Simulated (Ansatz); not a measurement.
C₂H₉AlOSi, SMILES `CO[CH2][AlH][SiH3]`. Charge 0, multiplicity 1. The geometry is a stationary point of PBE0-D4/def2-TZVP. It is one conformer, not always the lowest.

```xyz
14

C     0.928    1.623    0.440
O     0.255    1.539   -0.777
C     0.633    0.386   -1.512
Al   -0.096   -1.317   -0.792
Si   -1.579   -1.336    1.169
H     0.557    2.500    0.972
H     2.015    1.720    0.298
H     0.748    0.732    1.068
H     1.727    0.357   -1.653
H     0.219    0.514   -2.521
H     0.259   -2.666   -1.563
H    -0.816   -1.814    2.362
H    -2.742   -2.255    1.006
H    -2.108    0.016    1.503
```

Q: What is the dipole moment at ωB97M-V/def2-TZVPP? (Best estimate.)

A: Ansatz gave: 1.16 D, with components (1.14, -0.12, -0.18) D in this frame, pointing from negative to positive charge.

Q: And with PBE, r2SCAN, B3LYP? (An estimate is asked.)

A: Ansatz gave: PBE 1.09 D, r2SCAN 1.10 D, B3LYP 1.14 D.

Q: Give the Mulliken charges with ωB97M-V, r2SCAN, B3LYP in def2-TZVPP. (Best estimate.)

A: Ansatz gave: 
| atom | ωB97M-V | r2SCAN | B3LYP |
| --- | --- | --- | --- |
| C1 | -0.16 | 0.04 | -0.09 |
| O2 | -0.30 | -0.32 | -0.32 |
| C3 | -0.24 | -0.12 | -0.14 |
| Al4 | 0.41 | 0.47 | 0.40 |
| Si5 | -0.08 | 0.01 | 0.03 |
| H6 | 0.13 | 0.07 | 0.12 |
| H7 | 0.11 | 0.05 | 0.09 |
| H8 | 0.07 | 0.01 | 0.05 |
| H9 | 0.10 | 0.05 | 0.07 |
| H10 | 0.12 | 0.07 | 0.10 |
| H11 | -0.10 | -0.15 | -0.13 |
| H12 | -0.02 | -0.06 | -0.06 |
| H13 | -0.03 | -0.07 | -0.06 |
| H14 | -0.01 | -0.06 | -0.05 |

B3LYP here is the variant with VWN-RPA as its local correlation; programs differ in this.
